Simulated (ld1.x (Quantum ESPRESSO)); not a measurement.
How hard is this potassium (K) ultrasoft potential?

- Element: K (Z = 19)
- Generator: ld1.x (Quantum ESPRESSO) 7.5
- Type: ultrasoft
- Functional: PBEsol
- Relativity: scalar-relativistic
- Frozen core: [Ne]
- Valence charge: 9
- Reference configuration: 3s2 3p6 3d0.5 4s0.5 4p0
- Partial waves: 3s (bound): rcut 2.05, rcutus 2.65 bohr; 4s (bound): rcut 2.05, rcutus 2.65 bohr; 3p (bound): rcut 2.00, rcutus 2.25 bohr; 4p (bound, empty): rcut 2.00, rcutus 2.25 bohr; 3d (bound): rcut 3.50, rcutus 4.45 bohr; 3d channel at 0.45 Ry: rcut 3.50, rcutus 4.45 bohr
- Local potential: all-electron potential smoothed inside 3.30 bohr (lloc = -1)
- Core correction: Bessel-smoothed model core inside 2.25 bohr
- Augmentation charge: PSQ, inside the norm-conserving radii

The pseudo-atom Hamiltonian at the reference potential is diagonalised in spherical Bessel functions j_l(qr) that vanish at 20 bohr, with q² up to the cutoff. All-electron valence levels (Ry): 3s -2.6679, 4s -0.2069, 3p -1.4572, 4p -0.0921, 3d -0.0284.

How do the lowest levels (Ry) of each channel move with the cutoff, and are there ghosts?

```tsv
cutoff (Ry)	s #1	s #2	p #1	p #2	p #3	d #1	f #1	Σ f·Δε (mRy)
8	-2.6675	-0.1872	-1.4118	-0.0837	0.0190	-0.0249	0.0470	283.0
10	-2.6676	-0.1982	-1.4396	-0.0853	0.0176	-0.0249	0.0470	110.7
12	-2.6677	-0.2049	-1.4514	-0.0867	0.0166	-0.0249	0.0470	36.0
15	-2.6678	-0.2066	-1.4565	-0.0888	0.0149	-0.0249	0.0470	4.3
21	-2.6679	-0.2068	-1.4569	-0.0912	0.0131	-0.0249	0.0470	1.8
25	-2.6679	-0.2069	-1.4571	-0.0917	0.0127	-0.0249	0.0470	0.7
30	-2.6679	-0.2069	-1.4572	-0.0917	0.0127	-0.0249	0.0470	0.2
35	-2.6679	-0.2069	-1.4572	-0.0917	0.0127	-0.0249	0.0470	0.2
400	-2.6679	-0.2069	-1.4572	-0.0918	0.0127	-0.0249	0.0470	0.0
```

Result: no extra level below or beside the all-electron valence levels (s, p, d, f tested); 10 mRy is reached at 15 Ry and 1 mRy at 25 Ry.

1 of 7 tests not solved or not reliable.
